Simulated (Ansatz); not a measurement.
Reaction (homolysis of the N–Si bond): `F[SiH2]N([SiH3])[SiH3]` → `[SiH3][N][SiH3]`• + `F[SiH2]`•

Program: Ansatz. Geometries: PBE0-D4/def2-TZVP. ΔE: electronic, gas phase. CBS: MP2 limit from def2 TZ/QZ plus the TZ coupled-cluster correction, frozen cores. This one scheme is used for every species. DFT in def2-TZVPP. Open shells (•) are unrestricted, without spin–orbit coupling. One conformer a species, not always the lowest.

CCSD(T)/CBS gives +123.8 kcal/mol.

Question: Another level gave +91.7 kcal/mol. Which?
A. BHLYP/def2-TZVPP
B. HF/def2-TZVPP
C. LC-ωPBE/def2-TZVPP
D. PBE/def2-TZVPP

Answer: B. HF/def2-TZVPP 91.7, PBE 109.5, BHLYP 111.7, LC-ωPBE 116.4 kcal/mol.

Largest T1 diagnostic among the species: 0.018.

In def2-TZVPP, CCSD(T) changes the Hartree–Fock value by +29.1 kcal/mol (the triples alone add +2.3 kcal/mol) and MP2 by +36.9 kcal/mol; breaking electron pairs costs correlation energy, which Hartree–Fock lacks. From r2SCAN to r2SCAN0 (25 % exact exchange), in def2-TZVPP and without D4, ΔE moves by +1.6 kcal/mol. Leaving LDA and LC-ωPBE aside and taking each functional with its dispersion term where it has one, the values, not all of them listed here, spread over 12.0 kcal/mol, from BLYP-D4 to ωB97M-V. LDA lies +17.8 kcal/mol from PBE without D4, its usual overbinding.
